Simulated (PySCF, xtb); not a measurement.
C3H8FNSi, SMILES N[SiH2]CC(=C)F. The values are those of a single conformer.

Harmonic wavenumbers (cm⁻¹) from GFN2-xTB (xtb) at its own minimum, in rising order: 43, 88, 147, 208, 245, 368, 431, 492, 510, 547, 571, 680, 701, 736, 785, 808, 837, 851, 876, 926, 944, 1099, 1206, 1231, 1381, 1452, 1514, 1724, 2185, 2267, 2998, 3036, 3132, 3171, 3470, 3512.

Question: What does PBE-D3(BJ)/def2-SVP in PySCF give at its own minimum? (The exact figures need the calculation; the answer reports its results.)

Answer: 35, 107, 149, 189, 268, 368, 442, 464, 515, 566, 658, 697, 712, 745, 802, 810, 852, 872, 909, 912, 954, 1088, 1134, 1251, 1332, 1365, 1487, 1695, 2102, 2159, 2980, 3064, 3111, 3218, 3474, 3572. Paired by order, the mean absolute difference is 29 cm⁻¹ and the zero-point energies are 64.6 and 64.4 kcal/mol.
